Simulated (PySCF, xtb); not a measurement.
Sn(OMe)2 (C₂H₆O₂Sn), SMILES C[O][Sn][O]C (connectivity only; charge and spin as stated), neutral, multiplicity 1.

GFN2-xTB (xtb 6.7.1) at its own geometry gives an orbital gap of 4.19 eV and a dipole moment of 2.45 D.

Coordinates come from a PBE0-D3(BJ)/def2-SVP optimisation. The structure was generated by enumeration; whether it is a known compound was not checked. The def2 effective core potentials stand for the cores of Sn; spin–orbit coupling is left out. One conformer was computed; it need not be the lowest.

Question: What does PBE/def2-TZVP (PySCF) give? (The exact figures need the calculation; the answer reports its results.)

Answer: gap 3.28 eV (levels -5.92 and -2.64 eV), dipole 0.04 D.
